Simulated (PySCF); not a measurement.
Si(H)(F)(Cl)(OMe) (CH4ClFOSi), SMILES CO[SiH](F)Cl. Coordinates come from a PBE-D3(BJ)/def2-SVP optimisation. This is a generated structure with no PubChem entry under its InChIKey; it may be hypothetical. Other conformers were not sampled.

Computed equilibrium geometry at PBE-D3(BJ)/def2-SVP (PySCF confirms it by a frequency run) as a Z-matrix (one conformer of several):
```
O
C 1 1.4213
H 2 1.1080 1 108.22
H 2 1.1119 3 108.40 1 121.05
H 2 1.1139 3 108.07 4 117.27
Si 1 1.6524 2 124.00 3 -170.60
F 6 1.6305 1 110.18 2 -64.84
H 6 1.4906 7 107.19 1 -123.14
Cl 6 2.0506 8 111.22 7 118.74
```
Charge 0, spin multiplicity 1.
